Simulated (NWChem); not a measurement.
Molecule: diphosphane (P$_{2}$H$_{4}$); SMILES PP

```xyz
6

P      0.0000    -1.1114    -0.0671
P      0.0000     1.1114     0.0671
H      1.0224    -1.2593     0.9099
H     -1.0225    -1.2593     0.9098
H      1.0224     1.2593    -0.9099
H     -1.0224     1.2593    -0.9098
```
Atoms are numbered in this order, from 1.

All runs use the structure optimised with PBE0-D3(BJ)/def2-TZVP. B3LYP is NWChem's, with the RPA form of VWN correlation.

Task: List the 6 lowest vertical singlet excitations and the 6 lowest triplet ones from B3LYP/6-31G* (spherical d), TDA (NWChem).

Result: 
```
state  energy (eV)  oscillator strength  leading excitation (squared amplitude)
-----  -----------  -------------------  --------------------------------------
S1            6.04                0.349                      HOMO → LUMO (0.90)
S2            6.41                0.000                    HOMO → LUMO+1 (0.97)
S3            6.51                0.060                    HOMO → LUMO+2 (0.97)
S4            7.01                0.000                    HOMO → LUMO+3 (0.96)
S5            7.79                0.000                    HOMO−1 → LUMO (0.94)
S6            8.52                0.116                    HOMO → LUMO+4 (0.88)
T1            4.39       spin-forbidden                      HOMO → LUMO (0.98)
T2            5.33       spin-forbidden                    HOMO → LUMO+1 (0.94)
T3            5.64       spin-forbidden                    HOMO → LUMO+2 (0.91)
T4            6.21       spin-forbidden                    HOMO → LUMO+3 (0.80)
T5            6.95       spin-forbidden                    HOMO−1 → LUMO (0.81)
T6            7.23       spin-forbidden                    HOMO−2 → LUMO (0.96)
```
